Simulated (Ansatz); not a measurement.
MoH5, SMILES [MoH5] (connectivity only; charge and spin as stated), neutral, multiplicity 2.

The structure is a stationary point at PBE-D3(BJ)/def2-TZVPD. The multiplicity is an assumed one; other spin states were not compared. The def2 effective core potentials stand for the cores of Mo; spin–orbit coupling is left out.

Two levels are set side by side: PBE/def2-TZVPD (Ansatz, a quantum-chemistry and plane-wave program) and PBE0/def2-TZVPD (Ansatz). Energy differences of separate SCF runs at the same geometry; the states with an electron removed or added have multiplicity 1 and 3. Differences are taken from unrounded values.

| quantity | PBE0 | PBE | PBE minus PBE0 |
|---|---|---|---|
| vertical ionisation energy (eV) | 9.02 | 8.89 | -0.13 |
| vertical electron affinity (eV) | 0.85 | 0.75 | -0.09 |
